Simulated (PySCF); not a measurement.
dibromo(fluoro)methane (CHBr2F), SMILES FC(Br)Br.

Geometry optimised at PBE0-D3(BJ)/def2-SVP.

All values below come from SMD-B3LYP/6-31G* (PySCF).

Solvation free energies are E(SMD) − E(gas) at the gas-phase geometry, for 1 M in both phases. Bromine has the revised SMD18 radius of 2.60 Å. In vacuum the dipole moment is 1.23 D.

Q: Estimate the solvation free energies in water, ethylethanoate, diethylether. (The exact figures need the calculation; the answer reports its results.)

A: 
```
solvent         ΔG(solv) (kcal/mol)  its non-electrostatic (CDS) part  dipole (D)
--------------  -------------------  --------------------------------  ----------
water                          -2.2                               0.6        1.68
ethylethanoate                 -5.0                              -3.0        1.55
diethylether                   -5.1                              -3.4        1.51
```
